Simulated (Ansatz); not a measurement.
`[GeH3][AsH][SbH2]`, charge 0, multiplicity 1.

Give a relaxed structure at PBE0-D4/def2-TZVP (the Gaussian-basis code of Ansatz). (An estimate is asked.)

Ansatz gave: 
```xyz
9

Ge    0.090    1.567    0.552
As    0.972   -0.018   -1.055
Sb   -1.196   -1.528   -0.996
H    -0.923    2.466   -0.177
H     1.243    2.434    1.085
H    -0.617    0.883    1.737
H     1.703   -0.809    0.021
H    -0.375   -2.836   -1.729
H    -0.897   -2.159    0.562
```
This is one stationary point; other conformers may exist.
